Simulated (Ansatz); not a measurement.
Born–Oppenheimer molecular dynamics of Cl₂F₃HW (7 atoms, charge 0, multiplicity 1). It starts from a relaxed structure.

These are results of RKS PBE0/def2-SVP in Ansatz 0.2.0, not measurements.

```json
{
  "ensemble": "NVE (velocity Verlet)",
  "time step": "0.5 fs",
  "steps asked": "250",
  "starting velocities drawn for": "500 K",
  "masses": "H 2.014 u",
  "seed": "671400"
}
```

First frame:

```xyz
7
Properties=species:S:1:pos:R:3
W 0.095 -0.141 -0.095
F 0.230 0.030 1.753
Cl 2.338 0.183 -0.131
H -0.186 1.505 0.186
F -1.753 0.030 -0.230
F -0.314 -1.920 0.314
Cl 0.131 0.183 -2.338
```

(1) How far do the bonds stretch over the last three quarters of this one trajectory? (Pairs bonded in most of those frames.)

Results:

(1) 
```
  bond  mean (Å)  spread (Å)  shortest  longest
 W1–F2     1.862       0.010      1.85     1.88
W1–Cl3     2.278       0.024      2.24     2.31
 W1–H4     1.685       0.015      1.66     1.71
 W1–F5     1.867       0.035      1.81     1.92
 W1–F6     1.874       0.035      1.82     1.93
W1–Cl7     2.268       0.014      2.25     2.29
```

Mean temperature of the second half: 307 K. The conserved energy stayed within 0.013 meV per atom of its start (net change 0.01 meV per atom), so the integration is sound. A run of 0.12 ps of so small a system gives no equilibrium averages.

Time of the run: 7.8 min on 4 threads of Intel(R) Xeon(R) Platinum 8488C (Sapphire Rapids), on a shared host, peak memory 0.31 GiB.
